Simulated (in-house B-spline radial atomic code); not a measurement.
## Pm⁺: [Ar] (3d3/2)4 (3d5/2)5 4s2 4p6 4d10 4f5 5s2 5p6 6s2 (with a hole in an inner shell)

All numbers are computed (Dirac-Kohn-Sham LDA VWN5, spherical fractional occupations; Fermi nucleus of rms radius 4.962 fm) with a radial B-spline atomic code at the basis-set limit, not measured.

Screening seen three ways: the hydrogenic charge with the same mean radius, Z_r = [3n² - l(l+1)]/(2<r>), the one with the same energy, Z_e = n√(-2ε), and Slater's rules. Values are occupation-weighted means over j. An effective charge above Z reflects the relativistic contraction of the inner shells.

```tsv
shell	electrons	ε (eV)	<r> (bohr)	Z_r	Z_e	Slater
1s	2	-44999	0.0232	64.66	57.51	60.70
2s	2	-7371.7	0.09849	60.92	46.55	56.85
2p	6	-6615.3	0.08678	57.61	44.10	56.85
3s	2	-1639.3	0.2591	52.10	32.93	49.75
3p	6	-1399.7	0.2567	48.69	30.43	49.75
3d	9	-1064.6	0.2339	44.88	26.54	40.20
4s	2	-338.03	0.5866	40.92	19.94	34.10
4p	6	-257.98	0.6188	37.17	17.42	34.10
4d	10	-142.58	0.673	31.21	12.95	22.85
5s	2	-54.186	1.4	26.79	9.98	12.00
5p	6	-34.139	1.619	22.54	7.92	12.00
4f	5	-18.637	0.8924	20.17	4.68	14.60
6s	2	-10.048	3.643	14.82	5.16	3.85
```

The least bound orbital is 6s1/2 at -10.05 eV, and it is also the most diffuse (<r> = 3.643 bohr). The part-filled 3d shell lies below the filled 6s shell in orbital energy.

For the 1s electron the small component carries 5.12 % of the norm, the zero-frequency Breit interaction raises the level by 129 eV, self-energy by 76.17 eV, and vacuum polarisation lowers it by 11.87 eV.
